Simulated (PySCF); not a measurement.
Correlation energy of In (indium, neutral)

[Kr] 4d10 5s2 5p1, 2P determinant. Calculation: PySCF 2.14, in ANO-RCC-VTZP (7s6p4d2f1g, 68 functions); the spin-free X2C one-electron Hamiltonian (Gaussian nucleus). Frozen: [Kr] 4d10; 3 electrons correlated.

MP2 pair energies summed by pair of shells (mhartree):

```csv
pair,energy,share (%)
5s-5s,-16.76,60.1
5s-5p,-11.12,39.9
```

Total MP2 correlation energy: -27.89 mhartree.

Same-spin part -2.04 and opposite-spin part -25.84 mhartree; SCS-MP2 scales them by 1/3 and 6/5 to -31.69 mhartree.
